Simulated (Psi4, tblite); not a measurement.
Interaction energy of C2H6O ··· C3H6 (SMILES COC and C1CC1). Monomers: optimised at B3LYP-D3(BJ) (def2-TZVP), held rigid. Orientation: lowest of the rigid-body minima from ten starts at GFN2-xTB. The monomers approach along the line of their centres of mass (distance R); nothing else relaxes.

Geometry at R = 3.91 Å (first 9 atoms: monomer A):
```
18

C     -1.1621    -0.1081     0.1139
O     -0.1223     0.1035    -0.8135
C      1.1484     0.1196    -0.2044
H     -1.0526    -1.0732     0.6267
H     -1.1912     0.6853     0.8727
H     -2.0997    -0.1045    -0.4399
H      1.3670    -0.8343     0.2942
H      1.2274     0.9242     0.5390
H      1.8849     0.2873    -0.9887
C     -0.3474    -2.8356    -2.5659
C     -1.4564    -3.6231    -1.9253
C     -0.0339    -3.8345    -1.4869
H     -0.2653    -1.7843    -2.3251
H     -0.0706    -3.0811    -3.5822
H     -1.9299    -4.4013    -2.5082
H     -2.1246    -3.1046    -1.2511
H      0.2602    -3.4591    -0.5161
H      0.4549    -4.7558    -1.7732
```

GFN2-xTB (tblite); SAPT0/jun-cc-pVDZ, frozen core (Psi4).

Interaction energies in kJ/mol (negative: bound); R is the distance of the centres of mass, d the O2···H13 distance.

```json
[
 {"R / Å": "3.31", "d / Å": "1.84", "GFN2-xTB": "10.38", "SAPT0/jun-cc-pVDZ": "13.77"},
 {"R / Å": "3.51", "d / Å": "2.04", "GFN2-xTB": "-2.00", "SAPT0/jun-cc-pVDZ": "0.95"},
 {"R / Å": "3.71", "d / Å": "2.23", "GFN2-xTB": "-6.41", "SAPT0/jun-cc-pVDZ": "-4.21"},
 {"R / Å": "3.91", "d / Å": "2.42", "GFN2-xTB": "-7.35", "SAPT0/jun-cc-pVDZ": "-5.68"},
 {"R / Å": "4.08", "d / Å": "2.59", "GFN2-xTB": "-6.99", "SAPT0/jun-cc-pVDZ": "-5.61"},
 {"R / Å": "4.28", "d / Å": "2.78", "GFN2-xTB": "-6.10", "SAPT0/jun-cc-pVDZ": "-4.95"},
 {"R / Å": "4.60", "d / Å": "3.10", "GFN2-xTB": "-4.55", "SAPT0/jun-cc-pVDZ": "-3.67"},
 {"R / Å": "4.89", "d / Å": "3.38", "GFN2-xTB": "-3.38", "SAPT0/jun-cc-pVDZ": "-2.68"},
 {"R / Å": "5.37", "d / Å": "3.86", "GFN2-xTB": "-2.00", "SAPT0/jun-cc-pVDZ": "-1.57"},
 {"R / Å": "6.10", "d / Å": "4.58", "GFN2-xTB": "-0.89", "SAPT0/jun-cc-pVDZ": "-0.73"},
 {"R / Å": "7.08", "d / Å": "5.56", "GFN2-xTB": "-0.33", "SAPT0/jun-cc-pVDZ": "-0.30"},
 {"R / Å": "8.39", "d / Å": "6.86", "GFN2-xTB": "-0.11", "SAPT0/jun-cc-pVDZ": "-0.11"}
]
```

Lowest grid point: GFN2-xTB -7.35 kJ/mol at R = 3.91 Å; SAPT0/jun-cc-pVDZ -5.68 kJ/mol at R = 3.91 Å.
